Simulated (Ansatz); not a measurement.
One change: `C#C[SiH](O)F` becomes `C[SiH2][SiH](O)F`.

Ansatz, PBE0-D4/def2-TZVP geometries, multiplicity 1. Each molecule was computed in one conformer, which needn't be the lowest.

| property | `C#C[SiH](O)F` |
| --- | --- |
| HOMO–LUMO gap (ωB97M-V/def2-TZVPP) / eV | 12.44 |
| HOMO energy (PBE/def2-TZVPP) / eV | -7.44 |
| HOMO energy (B3LYP/def2-TZVPP) / eV | -8.46 |
| LUMO energy (B3LYP/def2-TZVPP) / eV | -0.77 |
| size of the dipole moment (PBE/def2-TZVPP) / D | 2.17 |
| HOMO energy (ωB97M-V/def2-TZVPP) / eV | -11.01 |

Q: Give the same properties after the change, and the shifts. (An estimate is asked.)

A: The calculation gave: 
```
                                      property  `C[SiH2][SiH](O)F`  shift
       HOMO–LUMO gap (ωB97M-V/def2-TZVPP) / eV               11.45  -0.99
             HOMO energy (PBE/def2-TZVPP) / eV               -6.74   0.70
           HOMO energy (B3LYP/def2-TZVPP) / eV               -7.79   0.67
           LUMO energy (B3LYP/def2-TZVPP) / eV               -0.45   0.32
size of the dipole moment (PBE/def2-TZVPP) / D                1.05  -1.12
         HOMO energy (ωB97M-V/def2-TZVPP) / eV              -10.04   0.97
```

With PBE0 the HOMO rises by 0.76 eV and the LUMO rises by 0.32 eV, so the gap narrows by about 0.44 eV. PBE moves the HOMO by 0.70 eV and ωB97M-V by 0.97 eV. The zero-point energy changes by 90.8 kJ/mol with +12 modes. Dipoles are sizes alone; their direction can turn.

B3LYP here is the variant with VWN-RPA as its local correlation; programs differ in this.
